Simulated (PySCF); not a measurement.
One of the candidates below gave these computed data.

All candidates are C6H8F2O.

- NMR, other nuclei: isotropic shieldings of nuclei other than C and H, by class: 214 (1 O), 261 (2 F) ppm [GIAO PBE0/pcSseg-1]
- Rotational structure: rotational constants A, B, C: 6.033, 0.522, 0.499 GHz [GFN2-xTB]
- Dipole: 3.62 D [PBE0/pcSseg-1]
- 13C NMR: chemical shifts (computed TMS as zero) by class: 128.1 (1 C), 85.6 (1 C), 79.7 (1 C), 73.1 (1 C), 23.8 (1 C), 4.5 (1 C) ppm [GIAO PBE0/pcSseg-1]
- 1H NMR: chemical shifts (computed TMS as zero) by class: 6.21 (1 H), 4.02 (2 H), 2.77 (2 H), 1.97 (3 H) ppm [GIAO PBE0/pcSseg-1]

The electronic properties come from PySCF, for the isolated species, density fitting. Levels stand in brackets. One conformer (not necessarily the lowest) at the GFN2-xTB geometry, without solvent, vibrations or thermal averaging. GFN2-xTB frequencies show an imaginary mode (26i cm⁻¹), so this geometry is no minimum at that level. Each NMR value is the plain mean over a class of atoms that symmetry, rotation or inversion makes alike.

Question: Which candidate is it?
A. `C=C(F)[C@@H](F)[C@H](C)C=O`
B. `CC#CCCOC(F)F`
C. `C/C(=C/C(F)F)CC=O`

Answer: B. It is `CC#CCCOC(F)F`. Numbering: `[CH3:1][C:2]#[C:3][CH2:4][CH2:5][O:6][CH:7]([F:8])[F:9]`. Its formula, C6H8F2O, gives 2 degrees of unsaturation: 0 rings and 2 π bonds in the structure found. 6 carbons fall into 6 classes; from least to most shielded: CHF2 carbon [C7] (128.1 ppm), alkyne carbon [C2] (85.6 ppm), alkyne carbon [C3] (79.7 ppm), sp3 carbon bound to oxygen [C5] (73.1 ppm), propargylic carbon [C4] (23.8 ppm), propargylic carbon [C1] (4.5 ppm). Hydrogen classes from least to most shielded: 1 H on a CHF2 carbon, C7 (6.21 ppm), 2 H on an sp3 carbon bound to oxygen, C5 (4.02 ppm, a mean of values up to 0.5 ppm apart in this geometry), 2 H on a propargylic carbon, C4 (2.77 ppm), 3 H on a propargylic carbon, C1 (1.97 ppm). The other shieldings belong to: 214 ppm, ether oxygen [O6]; 261 ppm, fluorine of a CF2 group [F8/F9]. The optimised geometry has point group C1 and is an asymmetric top.

The others, at the same levels:
- `C=C(F)[C@@H](F)[C@H](C)C=O` fails: its computed 13C shifts are 210.0 (1 C), 172.1 (1 C), 98.7 (1 C), 94.1 (1 C), 51.4 (1 C), 8.5 (1 C) ppm, 1H shifts are 10.04 (1 H), 5.38 (1 H), 5.35 (1 H), 5.10 (1 H), 2.29 (1 H), 1.34 (3 H) ppm and rotational constant A is 2.607 GHz (against 6.033 GHz).
- `C/C(=C/C(F)F)CC=O` fails: its computed 13C shifts are 201.0 (1 C), 142.8 (1 C), 133.1 (1 C), 121.5 (1 C), 52.8 (1 C), 29.5 (1 C) ppm, 1H shifts are 9.82 (1 H), 6.67 (1 H), 6.02 (1 H), 3.51 (2 H), 1.91 (3 H) ppm and rotational constant A is 2.069 GHz (against 6.033 GHz).

Each candidate is one conformer, not necessarily the lowest. The conformers computed, where there is a choice (atom-mapped SMILES and torsion angles):
- `[CH3:1][C:2]#[C:3][CH2:4][CH2:5][O:6][CH:7]([F:8])[F:9]`: C3–C4–C5–O6 -177°, C4–C5–O6–C7 -76°, C5–O6–C7–F8 87°
- `[CH2:1]=[C:2]([F:3])[C@@H:4]([F:5])[C@H:6]([CH3:7])[CH:8]=[O:9]`: C1–C2–C4–F5 -9°, C2–C4–C6–C7 -61°, C4–C6–C8–O9 -105°
- `[CH3:1]/[C:2](=[CH:3]/[CH:4]([F:5])[F:6])[CH2:7][CH:8]=[O:9]`: C2–C3–C4–F5 -156°, C1–C2–C7–C8 118°, C2–C7–C8–O9 4°
